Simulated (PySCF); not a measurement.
Nb(O)(OH)3 (H₃NbO₄), SMILES [OH][Nb]([OH])(=[O])[OH], multiplicity 1. Geometry: B3LYP-D3(BJ)/def2-SVP. The multiplicity is an assumed one; other spin states were not compared. The def2 effective core potentials stand for the cores of Nb; spin–orbit coupling is left out. Other conformers were not sampled.

Level of theory: B3LYP-D3(BJ)/def2-SVP (PySCF).

Harmonic wavenumbers (cm⁻¹): 193, 193, 201, 204, 204, 321, 336, 336, 479, 479, 489, 712, 742, 742, 1020, 3883, 3883, 3889. Rotational constants (GHz): 3.284, 3.284, 2.851; symmetry number 3.

### Question
Work out the zero-point energy and the ideal-gas rigid-rotor harmonic-oscillator thermochemistry at 298.15 K and 1 atm.

### Answer
ZPE = ½ Σ hcν = ½ × 18307 cm⁻¹ = 26.17 kcal/mol. H − E(el) = 31.68 kcal/mol. Entropy in cal/(mol K): translation 41.12, rotation 24.57, vibration 17.48, total 83.17. G − E(el) = 6.89 kcal/mol. Cp = 28.52 cal/(mol K).
